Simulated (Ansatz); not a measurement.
Ansatz (a program for electronic structure) job for C3H12N2Si, SMILES N([SiH2]NC)CC, PBE/def2-SVPD. Geometry optimised at r2SCAN-D4/def2-SVP. Other conformers were not sampled.

Ansatz 0.2 input:
```yaml
crystal:
  periodic: [false, false, false]
  atoms:
    - {symbol: C, position_ang: [-3.15512621, 0.30030115, 0.43292700]}
    - {symbol: C, position_ang: [-2.14726651, 0.20545018, -0.70688871]}
    - {symbol: N, position_ang: [-0.79968725, 0.54724262, -0.28902363]}
    - {symbol: Si, position_ang: [0.65012421, -0.34644654, -0.57596161]}
    - {symbol: N, position_ang: [1.66840782, -0.16267551, 0.80777173]}
    - {symbol: C, position_ang: [3.11606171, -0.16248044, 0.82347249]}
    - {symbol: H, position_ang: [-3.19474955, 1.32505153, 0.83956402]}
    - {symbol: H, position_ang: [-4.17001022, 0.03765251, 0.09293434]}
    - {symbol: H, position_ang: [-2.87459162, -0.37560732, 1.25624184]}
    - {symbol: H, position_ang: [-2.48771358, 0.84123334, -1.55038607]}
    - {symbol: H, position_ang: [-2.12950544, -0.82627775, -1.09892477]}
    - {symbol: H, position_ang: [-0.70969194, 1.50130822, 0.05345245]}
    - {symbol: H, position_ang: [0.14175632, -1.72036871, -0.91268203]}
    - {symbol: H, position_ang: [1.53843054, 0.08634120, -1.70810759]}
    - {symbol: H, position_ang: [1.24735223, -0.31732431, 1.72029546]}
    - {symbol: H, position_ang: [3.51752347, 0.59766099, 1.51809834]}
    - {symbol: H, position_ang: [3.49512608, 0.08634668, -0.18050432]}
    - {symbol: H, position_ang: [3.56127677, -1.13735970, 1.10517936]}
basis:
  gaussian:
    orbitals: def2-SVPD
hamiltonian:
  xc: {name: PBE}
```

Output:

```
WARN ansatz: RAYON_NUM_THREADS=2 ignored (pool sized by the plan → 2); use --threads N
Functional definition: PBE
integrals: 0.18 GiB planned
1853 factors; their error is unknown
mean field: 1.20 GiB planned
mean field evaluation 1: about -14127.6888 eV, gradient 9.0e1 eV
mean field evaluation 2: about -14072.3064 eV, gradient 1.7e2 eV
mean field evaluation 4: about -14146.0602 eV, gradient 1.4e1 eV
mean field evaluation 8: about -14146.4874 eV, gradient 4.0e-1 eV
mean field evaluation 16: about -14146.3957 eV, gradient 7.7e-4 eV
mean field -14146.39565719 eV, -519.8704516303 hartree, gradient 3.1e-5 eV, S^2 0.000000; 0 other end points of the search recorded, 0 dependent functions left out
reference -14146.39571476 eV, -519.8704537460 hartree; 29, 29 occupied and 191, 191 virtual orbitals, 1853 factors
Total energy: -14146.39571476 eV, -519.8704537460 hartree
```

The run converged.

Cost: very roughly 6 core-seconds.
